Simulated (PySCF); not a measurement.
## Frontier levels across methods

Species: CH₅BF₂SSi.
Z-matrix (Å and degrees, PBE0-D3(BJ)/def2-SVP geometry), rows numbered from 1:
```
F 
B   1  1.3242
F   2  1.3173  1  116.89
C   2  1.5583  1  120.41  3   177.92
S   4  1.8479  2  103.69  1   -83.10
Si  5  2.1553  4  101.75  2    73.35
H   4  1.0994  2  114.37  1    36.84
H   4  1.0981  2  113.32  1   163.08
H   6  1.4934  5  108.80  4    41.94
H   6  1.4908  5  113.47  4   -80.11
H   6  1.4900  5  104.48  4   160.61
```

Basis pcSseg-2 throughout (PySCF), one geometry. The structure is a single PBE0-D3(BJ)/def2-SVP conformer in the gas phase; no vibrational or solvent corrections.

Q: How do the orbital energies, the gap and the dipole change with the method?

A: 
```
   method                    kind  HOMO (eV)  LUMO (eV)  gap (eV)  μ (D)  SCF cycles
     BLYP                     GGA      -5.94      -1.48      4.46   1.58          14
    B97-D                     GGA      -6.06      -1.45      4.61   1.59          15
     OPBE                     GGA      -6.08      -1.44      4.64   1.58          15
      PBE                     GGA      -6.09      -1.60      4.48   1.59          14
      KT2                     GGA      -6.17      -1.66      4.51   1.62          15
     BP86                     GGA      -6.18      -1.66      4.52   1.58          14
      KT3                     GGA      -6.18      -1.60      4.58   1.60          15
      LDA                     LDA      -6.19      -1.86      4.33   1.65          14
    B97-2           global hybrid      -7.04      -0.64      6.41   1.67          14
    B3LYP           global hybrid      -7.06      -0.88      6.18   1.66          13
     PBE0           global hybrid      -7.29      -0.63      6.65   1.68          13
 mPW1PW91           global hybrid      -7.31      -0.63      6.68   1.68          12
BHandHLYP           global hybrid      -8.36       0.34      8.70   1.76          12
CAM-B3LYP  range-separated hybrid      -8.59       0.42      9.01   1.70          12
  wB97X-D  range-separated hybrid      -9.10       1.20     10.31   1.68          13
  LC-wPBE  range-separated hybrid      -9.94       1.65     11.59   1.71          14
       HF            Hartree–Fock     -10.06       2.44     12.50   1.85          11
```

The HOMO spans 4.12 eV, from BLYP down to HF, and the gap runs from 4.33 eV (LDA) to 12.50 eV (HF). Over the methods BLYP (0 %), B97-D (0 %), OPBE (0 %), PBE (0 %), KT2 (0 %), BP86 (0 %), KT3 (0 %), LDA (0 %), B97-2 (21 %), B3LYP (20 %), PBE0 (25 %), mPW1PW91 (25 %), BHandHLYP (50 %), HF (100 %), a straight line through the gap against the share of exact exchange rises by 0.81 eV for each 10 % (correlation coefficient 0.999). The dipole ranges from 1.58 D (BLYP) to 1.85 D (HF). This basis has no diffuse functions.

The vertical ΔSCF ionisation energy at CAM-B3LYP/def2-SVPD is 9.42 eV; −ε(HOMO) comes closest to it with wB97X-D (9.10 eV).
